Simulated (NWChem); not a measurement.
The numbers come from NWChem runs, not from measurements. System: H$_{2}$S$_{2}$, charge 0, spin multiplicity 1, displaced from the optimised geometry. Level: PBE/cc-pVDZ, spin-restricted.

Input file:

```
start mol
memory heap 200 mb stack 900 mb global 1100 mb
geometry units angstroms nocenter noautoz noautosym
  S      0.915485     0.485508     0.055298
  S     -0.915485    -0.485508     0.055298
  H      1.598732    -0.343383    -0.978774
  H     -1.536619     0.268029    -0.884767
end
basis spherical
  * library cc-pvdz
end
dft
  xc xpbe96 cpbe96
  semidirect memsize 60000000 filesize 0
  iterations 100
end
task dft energy
```

NWChem printed:

```
             Northwest Computational Chemistry Package (NWChem) 7.3.0
             --------------------------------------------------------

                                NWChem Input Module
                                -------------------

 Scaling coordinates for geometry "geometry" by  1.889725989
 (inverse scale =  0.529177249)

                             Geometry "geometry" -> ""
                             -------------------------

 Output coordinates in angstroms (scale by  1.889725989 to convert to a.u.)

  No.       Tag          Charge          X              Y              Z
 ---- ---------------- ---------- -------------- -------------- --------------
    1 S                   16.0000     0.91548500     0.48550800     0.05529800
    2 S                   16.0000    -0.91548500    -0.48550800     0.05529800
    3 H                    1.0000     1.59873200    -0.34338300    -0.97877400
    4 H                    1.0000    -1.53661900     0.26802900    -0.88476700

 Effective nuclear repulsion energy (a.u.)      83.7783847484

            Nuclear Dipole moment (a.u.)
            ----------------------------
        X                 Y               Z
 ---------------- ---------------- ----------------
     0.1173765503    -0.1423984121    -0.1776436916


 Summary of "ao basis" -> "" (spherical)
 ------------------------------------------------------------------------------
       Tag                 Description            Shells   Functions and Types
 ---------------- ------------------------------  ------  ---------------------
 *                          cc-pvdz                   on all atoms

  pbe96 is a nonlocal functional; adding pw91lda local functional.

                                 NWChem DFT Module
                                 -----------------

 Summary of "ao basis" -> "ao basis" (spherical)
 ------------------------------------------------------------------------------
       Tag                 Description            Shells   Functions and Types
 ---------------- ------------------------------  ------  ---------------------
 S                          cc-pvdz                  8       18   4s3p1d
 H                          cc-pvdz                  3        5   2s1p

 Summary of "ao basis" -> "ao basis" (spherical)
 ------------------------------------------------------------------------------
       Tag                 Description            Shells   Functions and Types
 ---------------- ------------------------------  ------  ---------------------
 S                          cc-pvdz                  8       18   4s3p1d
 H                          cc-pvdz                  3        5   2s1p

            General Information
            -------------------
          SCF calculation type: DFT
          Wavefunction type:  closed shell.
          No. of atoms     :     4
          No. of electrons :    34
           Alpha electrons :    17
            Beta electrons :    17
          Charge           :     0
          Spin multiplicity:     1
          Use of symmetry is: off; symmetry adaption is: off
          Maximum number of iterations: 100
          AO basis - number of functions:    46
                     number of shells:    22
          Convergence on energy requested:  1.00D-06
          Convergence on density requested:  1.00D-05
          Convergence on gradient requested:  5.00D-04

              XC Information
              --------------
          PerdewBurkeErnzerhof Exchange Functional  1.000
[...]
   convergence    iter        energy       DeltaE   RMS-Dens  Diis-err    time
 ---------------- ----- ----------------- --------- --------- ---------  ------
 d= 0,ls=0.0,diis     1   -797.2014860072 -8.81D+02  1.36D-02  2.79D-01     1.3
 d= 0,ls=0.0,diis     2   -797.2164008770 -1.49D-02  6.87D-03  8.83D-02     1.4
 d= 0,ls=0.0,diis     3   -797.2305539006 -1.42D-02  2.01D-03  1.27D-02     1.6
 d= 0,ls=0.0,diis     4   -797.2327500937 -2.20D-03  4.83D-04  4.14D-04     1.7
 d= 0,ls=0.0,diis     5   -797.2328151645 -6.51D-05  1.21D-04  3.58D-05     1.8
  Resetting Diis
 d= 0,ls=0.0,diis     6   -797.2328214905 -6.33D-06  3.11D-05  1.97D-06     2.0
 d= 0,ls=0.0,diis     7   -797.2328217954 -3.05D-07  3.04D-05  2.97D-07     2.1
 d= 0,ls=0.0,diis     8   -797.2328216552  1.40D-07  1.95D-05  1.05D-06     2.2
 d= 0,ls=0.0,diis     9   -797.2328218524 -1.97D-07  1.48D-06  5.00D-09     2.3

         Total DFT energy =     -797.232821852405
      One electron energy =    -1267.806799048214
           Coulomb energy =      438.511350824062
    Exchange-Corr. energy =      -51.715758376666
 Nuclear repulsion energy =       83.778384748413

 Numeric. integr. density =       34.000003937566

     Total iterative time =      1.8s

                       DFT Final Molecular Orbital Analysis
                       ------------------------------------

 Vector   15  Occ=2.000000D+00  E=-3.210487D-01
              MO Center=  1.2D-04, -1.6D-03,  1.6D-01, r^2= 2.7D+00
   Bfn.  Coefficient  Atom+Function         Bfn.  Coefficient  Atom+Function
  ----- ------------  ---------------      ----- ------------  ---------------
    26     -0.254226  2 S  px                 8      0.246911  1 S  px
    10      0.210165  1 S  pz                28      0.209306  2 S  pz
     4      0.208231  1 S  s                 22      0.207108  2 S  s
     9      0.198286  1 S  py                27     -0.191055  2 S  py
    13      0.180324  1 S  pz                31      0.180051  2 S  pz

 Vector   16  Occ=2.000000D+00  E=-2.263946D-01
              MO Center= -6.0D-01, -3.7D-01, -2.5D-02, r^2= 2.2D+00
   Bfn.  Coefficient  Atom+Function         Bfn.  Coefficient  Atom+Function
  ----- ------------  ---------------      ----- ------------  ---------------
    28      0.367784  2 S  pz                31      0.361919  2 S  pz
    27      0.355954  2 S  py                30      0.348930  2 S  py
    37      0.188779  3 H  s                  4     -0.164216  1 S  s
    29     -0.145127  2 S  px                38      0.143533  3 H  s
    26     -0.137482  2 S  px                 9     -0.118960  1 S  py

 Vector   17  Occ=2.000000D+00  E=-2.248286D-01
              MO Center=  6.5D-01,  3.6D-01,  2.0D-02, r^2= 2.1D+00
   Bfn.  Coefficient  Atom+Function         Bfn.  Coefficient  Atom+Function
  ----- ------------  ---------------      ----- ------------  ---------------
    10     -0.380311  1 S  pz                13     -0.371654  1 S  pz
     9      0.349465  1 S  py                12      0.344693  1 S  py
    22      0.173355  2 S  s                 42     -0.173258  4 H  s
    11     -0.150917  1 S  px                 8     -0.140420  1 S  px
    43     -0.119151  4 H  s                 28      0.109446  2 S  pz

 Vector   18  Occ=0.000000D+00  E=-6.750462D-02
              MO Center= -5.9D-03, -6.0D-03,  2.2D-02, r^2= 3.2D+00
   Bfn.  Coefficient  Atom+Function         Bfn.  Coefficient  Atom+Function
  ----- ------------  ---------------      ----- ------------  ---------------
    29      0.647744  2 S  px                11      0.630272  1 S  px
     4     -0.496741  1 S  s                 22      0.485287  2 S  s
    26      0.369637  2 S  px                 8      0.363799  1 S  px
    12      0.359563  1 S  py                30      0.336792  2 S  py
     9      0.198502  1 S  py                27      0.183739  2 S  py

 Vector   19  Occ=0.000000D+00  E=-3.722417D-02
              MO Center=  1.2D+00, -4.7D-02, -5.7D-01, r^2= 2.8D+00
   Bfn.  Coefficient  Atom+Function         Bfn.  Coefficient  Atom+Function
  ----- ------------  ---------------      ----- ------------  ---------------
    38      1.073067  3 H  s                  4     -0.567089  1 S  s
    13      0.526502  1 S  pz                12      0.413591  1 S  py
    11     -0.392209  1 S  px                37      0.348222  3 H  s
    10      0.262750  1 S  pz                 9      0.207607  1 S  py
     8     -0.186417  1 S  px                 3     -0.134692  1 S  s

 Vector   20  Occ=0.000000D+00  E=-3.762933D-03
              MO Center= -1.2D+00,  4.2D-02, -5.7D-01, r^2= 2.9D+00
   Bfn.  Coefficient  Atom+Function         Bfn.  Coefficient  Atom+Function
  ----- ------------  ---------------      ----- ------------  ---------------
    43      1.320950  4 H  s                 22     -0.802188  2 S  s
    31      0.620879  2 S  pz                30     -0.467914  2 S  py
    29      0.417968  2 S  px                42      0.319338  4 H  s
    28      0.249548  2 S  pz                27     -0.184767  2 S  py
    26      0.159298  2 S  px                13     -0.148866  1 S  pz

 center of mass
 --------------
 x =   0.00179344 y =  -0.00217576 z =   0.04749713

 moments of inertia (a.u.)
 ------------------
          61.323142187812         -98.037528256930           0.744306160602
         -98.037528256930         215.893181698673          -0.362942367773
           0.744306160602          -0.362942367773         263.587024753884

     Multipole analysis of the density
     ---------------------------------

     L   x y z        total         alpha         beta         nuclear
     -   - - -        -----         -----         ----         -------
     0   0 0 0     -0.000000    -17.000000    -17.000000     34.000000

     1   1 0 0     -0.031260     -0.074318     -0.074318      0.117377
     1   0 1 0      0.005544      0.073971      0.073971     -0.142398
     1   0 0 1     -0.516765     -0.169561     -0.169561     -0.177644

     2   2 0 0    -18.080337    -65.707158    -65.707158    113.333979
     2   1 1 0     -0.669875    -24.015332    -24.015332     47.360789
     2   1 0 1      0.021344      0.377148      0.377148     -0.732952
     2   0 2 0    -20.895745    -24.254907    -24.254907     27.614069
     2   0 1 1      0.102753     -0.125304     -0.125304      0.353361
     2   0 0 2    -19.926208    -13.246096    -13.246096      6.565984

 Task  times  cpu:        2.3s     wall:        2.3s

 Total times  cpu:        2.3s     wall:        2.3s
```
